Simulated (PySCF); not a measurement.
Gas-phase equilibrium of 1 mol GeF4, 16 mol H2 at 1000 K and 1.00 bar, among 16 species (GeH4, Ge2H6, F2, GeF2, GeF3, F, H, GeH3F, GeHF3, HF, H2, Ge3H8, GeH3, GeH2F2, GeH2, GeF4). Only gases are allowed; each row takes one source of thermochemistry for all species, and Cantera finds the minimum.

Method: PySCF energies plus ideal-gas RRHO corrections (1 bar). † marks an energy on the PBE0/def2-TZVP geometry and frequencies; other levels use their own. MP2 and CCSD(T) freeze the core. 6-31G* has spherical d functions here. The species in the table below are closed-shell singlets. Ge: all electrons, no relativistic terms. GeHF3, GeH2F2: computed as isolated molecules; such fragments, hydroxides, amides, oligomers or adducts are transient or little studied in the gas. MP2 isn't extrapolated to the basis-set limit. CCSD(T) isn't extrapolated to the basis-set limit. The harmonic model lacks anharmonicity and excited electronic states, which grow with temperature; levels with a mode under 35 cm⁻¹ are left out.

Molecules larger than those listed are left out, and so are free Ge atoms, whose spin-orbit terms are large. Also missing: (HF)n, which can matter at low temperature or high pressure. Table species left out: H2F2, H3F3, H4F4.

With CCSD(T)/def2-SVP† thermochemistry: H2 0.83, HF 0.11, GeF2 0.055, GeF4 0.00011, GeHF3 0.00021, GeH2F2 9.6e-6.

Task: How far does the composition move with the other sources (HF/6-31G*, MP2/def2-TZVPP†, PBE/def2-SVP, PBE/def2-TZVP†, PBE0/def2-QZVP†)?

Result: 
| thermochemistry | x H2 | x HF | x GeF2 | x GeF4 | x GeHF3 | x GeH2F2 |
|---|---|---|---|---|---|---|
| CCSD(T)/def2-SVP† | 0.83 | 0.11 | 0.055 | 0.00011 | 0.00021 | 9.6e-6 |
| HF/6-31G* | 0.84 | 0.10 | 0.050 | 0.0041 | 0.0016 | 1.2e-5 |
| MP2/def2-TZVPP† | 0.83 | 0.11 | 0.055 | 0.00011 | 0.00021 | 8.9e-6 |
| PBE/def2-SVP | 0.83 | 0.11 | 0.055 | 6.6e-5 | 4.9e-5 | 5.4e-7 |
| PBE/def2-TZVP† | 0.83 | 0.11 | 0.056 | 5.6e-7 | 2.0e-6 | 1.1e-7 |
| PBE0/def2-QZVP† | 0.83 | 0.11 | 0.056 | 1.1e-6 | 1.1e-5 | 2.0e-6 |
The most sensitive of these is GeF4: it spans a factor of 10^3.9 over these rows; at this temperature one factor of ten is RT ln 10 = 19 kJ/mol.
